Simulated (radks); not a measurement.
Species: Ba4+. Configuration: [Kr] 4d10 5p4 6s2 (not the ground configuration).

Calculated with a radial shooting solver on a logarithmic mesh with Libxc functionals: scalar-relativistic Kohn-Sham, PBEsol, spin-unpolarised, spherical densities, point nucleus.

Energy parts (eV):
| part | energy |
|---|---|
| total | -221102.56 |
| kinetic | 233409.09 |
| electron-nucleus | -532406.80 |
| Hartree | 83129.72 |
| exchange-correlation | -5234.57 |

Orbitals (lengths in bohr, moments of r in powers of bohr):
| orbital | occ. | eigenvalue (eV) | <r^2> | <r^4> |
|---|---|---|---|---|
| 1s | 2 | -37298.34 | 0.0008889 | 2.076e-06 |
| 2s | 2 | -5941.765 | 0.01422 | 0.0003470 |
| 2p | 6 | -5334.495 | 0.01130 | 0.0002526 |
| 3s | 2 | -1296.868 | 0.09747 | 0.01440 |
| 3p | 6 | -1102.200 | 0.09750 | 0.01505 |
| 3d | 10 | -819.3325 | 0.08388 | 0.01272 |
| 4s | 2 | -296.9713 | 0.5105 | 0.3793 |
| 4p | 6 | -234.0120 | 0.5783 | 0.5000 |
| 4d | 10 | -142.4210 | 0.7269 | 0.8544 |
| 5p | 4 | -62.4164 | 3.261 | 15.30 |
| 6s | 2 | -32.0203 | 10.51 | 149.9 |

The highest occupied level is 6s at -32.020 eV. Summed over all electrons, <r^2> = 47.55 bohr^2, which gives a Langevin (diamagnetic) susceptibility term of -37.7 x 10^-6 cm^3/mol.
